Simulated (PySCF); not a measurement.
PySCF input file for CCl₃, SMILES Cl[C](Cl)Cl (connectivity only; charge and spin as stated), charge +1, multiplicity 1, ADC(2)/aug-cc-pVDZ. Geometry optimised at TPSSh-D3(BJ)/def2-SVP. The multiplicity is an assumed one; other spin states were not compared. The isomer is the one that the SMILES or the coordinates give; other isomers of the formula were not compared.

```python
import numpy as np
from pyscf import gto, scf, dft, adc

mol = gto.M(
    atom='''
    Cl   -1.65771443   -0.00000000    0.00000000
    C     0.00000000    0.00000000   -0.00000000
    Cl    0.82885722   -1.43562281    0.00000000
    Cl    0.82885721    1.43562281    0.00000000
    ''',
    basis='aug-cc-pVDZ',
    charge=1,
    spin=0,
    max_memory=1600,
    verbose=4,
)
mf = scf.RHF(mol)
mf.conv_tol = 1e-10
mf.max_cycle = 100
mf.kernel()
res = {}
for kind, nroots in (('ee', 6), ('ip', 6), ('ea', 2)):
    a = adc.ADC(mf).density_fit('aug-cc-pvdz-ri')
    a.method, a.method_type = 'adc(2)', kind
    e, v, p, x = a.kernel(nroots=nroots)
    res[kind] = (e * 27.211386245988, p)
for kind, (e, p) in res.items():
    print(kind, 'energies / eV', np.round(e, 3), 'strengths', np.round(p, 4))
```

Program output:

```
PySCF version 2.14.0

[INPUT] verbose = 4
[INPUT] num. atoms = 4
[INPUT] num. electrons = 56
[INPUT] charge = 1
[INPUT] spin (= nelec alpha-beta = 2S) = 0
[INPUT] symmetry False subgroup None
[INPUT] Mole.unit = angstrom
[INPUT] Symbol           X                Y                Z      unit          X                Y                Z       unit  Magmom
[INPUT]  1 Cl    -1.657714430000   0.000000000000   0.000000000000 AA   -3.132626265439   0.000000000000   0.000000000000 Bohr   0.0
[INPUT]  2 C      0.000000000000   0.000000000000   0.000000000000 AA    0.000000000000   0.000000000000   0.000000000000 Bohr   0.0
[INPUT]  3 Cl     0.828857220000  -1.435622810000   0.000000000000 AA    1.566313142168  -2.712933929079   0.000000000000 Bohr   0.0
[INPUT]  4 Cl     0.828857210000   1.435622810000   0.000000000000 AA    1.566313123271   2.712933929079   0.000000000000 Bohr   0.0

nuclear repulsion = 257.471723292529
number of shells = 32
number of NR pGTOs = 185
number of NR cGTOs = 104
basis = aug-cc-pVDZ
ecp = {}


[settings echo left out]
init E= -1417.25967208438
  HOMO = -0.387445399624142  LUMO = -0.033129364573329  gap/eV = 9.64143
cycle= 1 E= -1415.75431408059  delta_E= 1.51  |g|= 0.946  |ddm|= 1.92
  HOMO = -0.754713088993931  LUMO = -0.441244680294767  gap/eV = 8.52991
cycle= 2 E= -1415.81619670126  delta_E= -0.0619  |g|= 0.94  |ddm|= 1.54
  HOMO = -0.712822664037558  LUMO = -0.260512603184037  gap/eV = 12.30798
cycle= 3 E= -1416.0226281226  delta_E= -0.206  |g|= 0.059  |ddm|= 0.663
  HOMO = -0.693980088908138  LUMO = -0.230878573634969  gap/eV = 12.60163
cycle= 4 E= -1416.02442135629  delta_E= -0.00179  |g|= 0.0191  |ddm|= 0.122
  HOMO = -0.69803865114863  LUMO = -0.231176605450858  gap/eV = 12.70396
cycle= 5 E= -1416.02467693645  delta_E= -0.000256  |g|= 0.00596  |ddm|= 0.0381
  HOMO = -0.698462459228143  LUMO = -0.231513711433495  gap/eV = 12.70632
cycle= 6 E= -1416.02471121828  delta_E= -3.43e-05  |g|= 0.00157  |ddm|= 0.0148
  HOMO = -0.698486371116521  LUMO = -0.231204640470908  gap/eV = 12.71538
cycle= 7 E= -1416.02471402194  delta_E= -2.8e-06  |g|= 0.000305  |ddm|= 0.0063
  HOMO = -0.698455894694973  LUMO = -0.23121504406316  gap/eV = 12.71427
cycle= 8 E= -1416.02471409825  delta_E= -7.63e-08  |g|= 4.45e-05  |ddm|= 0.00105
  HOMO = -0.69845485239949  LUMO = -0.231211036572208  gap/eV = 12.71435
cycle= 9 E= -1416.02471409984  delta_E= -1.59e-09  |g|= 9.15e-06  |ddm|= 8.59e-05
  HOMO = -0.698454445711561  LUMO = -0.231211713490069  gap/eV = 12.71432
cycle= 10 E= -1416.02471409989  delta_E= -5.12e-11  |g|= 1.07e-06  |ddm|= 1.45e-05
  HOMO = -0.698454444206023  LUMO = -0.231211783949709  gap/eV = 12.71432
Extra cycle  E= -1416.02471409989  delta_E= -4.55e-13  |g|= 3.67e-07  |ddm|= 2.24e-06
converged SCF energy = -1416.02471409989

******** <class 'pyscf.adc.radc.RADC'> ********
******** ADC Orbital Information ********
Number of Frozen Occupied Orbitals: 0
Number of Frozen Virtual Orbitals: 0
Number of Active Occupied Orbitals: 28
Number of Active Virtual Orbitals: 76
*****************************************
******** <class 'pyscf.df.df.DF'> ********
auxbasis = aug-cc-pvdz-ri
Reference correlation energy (doubles): -0.59335585
MP2 correlation energy of reference state (a.u.) = -0.59335585

******** <class 'pyscf.adc.radc_ee.RADCEE'> ********
max_space = 12
max_cycle = 50
conv_tol = 1e-08

*************************************************************
        ADC calculation summary (singlet states only)
*************************************************************
adc(2) root 0  |  Energy (Eh) =   0.1334068921  |  Energy (eV) =   3.63018644  |  Osc. strength = 0.00000000  |  conv = True
adc(2) root 1  |  Energy (Eh) =   0.1805052358  |  Energy (eV) =   4.91179765  |  Osc. strength = 0.00000000  |  conv = True
adc(2) root 2  |  Energy (Eh) =   0.1805052423  |  Energy (eV) =   4.91179783  |  Osc. strength = 0.00000000  |  conv = True
adc(2) root 3  |  Energy (Eh) =   0.1841299206  |  Energy (eV) =   5.01043035  |  Osc. strength = 0.20262133  |  conv = True
adc(2) root 4  |  Energy (Eh) =   0.1841299242  |  Energy (eV) =   5.01043045  |  Osc. strength = 0.20262139  |  conv = True
adc(2) root 5  |  Energy (Eh) =   0.2709253953  |  Energy (eV) =   7.37225551  |  Osc. strength = 0.00000000  |  conv = True

******** <class 'pyscf.adc.radc.RADC'> ********
******** ADC Orbital Information ********
Number of Frozen Occupied Orbitals: 0
Number of Frozen Virtual Orbitals: 0
Number of Active Occupied Orbitals: 28
Number of Active Virtual Orbitals: 76
*****************************************
******** <class 'pyscf.df.df.DF'> ********
auxbasis = aug-cc-pvdz-ri
Reference correlation energy (doubles): -0.59335585
MP2 correlation energy of reference state (a.u.) = -0.59335585

******** <class 'pyscf.adc.radc_ip.RADCIP'> ********
max_space = 12
max_cycle = 50
conv_tol = 1e-08

*************************************************************
        ADC calculation summary (doublet states only)
*************************************************************
adc(2) root 0  |  Energy (Eh) =   0.6426969933  |  Energy (eV) =  17.48867598  |  Spec. factor = 1.78645485  |  conv = True
adc(2) root 1  |  Energy (Eh) =   0.6767227746  |  Energy (eV) =  18.41456465  |  Spec. factor = 1.78949547  |  conv = True
adc(2) root 2  |  Energy (Eh) =   0.6767227749  |  Energy (eV) =  18.41456466  |  Spec. factor = 1.78949547  |  conv = True
adc(2) root 3  |  Energy (Eh) =   0.6880723120  |  Energy (eV) =  18.72340129  |  Spec. factor = 1.77744957  |  conv = True
adc(2) root 4  |  Energy (Eh) =   0.6880723125  |  Energy (eV) =  18.72340131  |  Spec. factor = 1.77744957  |  conv = True
adc(2) root 5  |  Energy (Eh) =   0.7982371800  |  Energy (eV) =  21.72114004  |  Spec. factor = 1.74518169  |  conv = True

******** <class 'pyscf.adc.radc.RADC'> ********
******** ADC Orbital Information ********
Number of Frozen Occupied Orbitals: 0
Number of Frozen Virtual Orbitals: 0
Number of Active Occupied Orbitals: 28
Number of Active Virtual Orbitals: 76
*****************************************
******** <class 'pyscf.df.df.DF'> ********
auxbasis = aug-cc-pvdz-ri
Reference correlation energy (doubles): -0.59335585
MP2 correlation energy of reference state (a.u.) = -0.59335585

******** <class 'pyscf.adc.radc_ea.RADCEA'> ********
max_space = 12
max_cycle = 50
conv_tol = 1e-08

*************************************************************
        ADC calculation summary (doublet states only)
*************************************************************
adc(2) root 0  |  Energy (Eh) =  -0.3165513879  |  Energy (eV) =  -8.61380201  |  Spec. factor = 1.77307267  |  conv = True
adc(2) root 1  |  Energy (Eh) =  -0.1785908076  |  Energy (eV) =  -4.85970340  |  Spec. factor = 1.81034043  |  conv = True
ee energies / eV [3.63  4.912 4.912 5.01  5.01  7.372] strengths [0.     0.     0.     0.2026 0.2026 0.    ]
ip energies / eV [17.489 18.415 18.415 18.723 18.723 21.721] strengths [1.7865 1.7895 1.7895 1.7774 1.7774 1.7452]
ea energies / eV [-8.614 -4.86 ] strengths [1.7731 1.8103]
```

The calculation finished and met its thresholds.
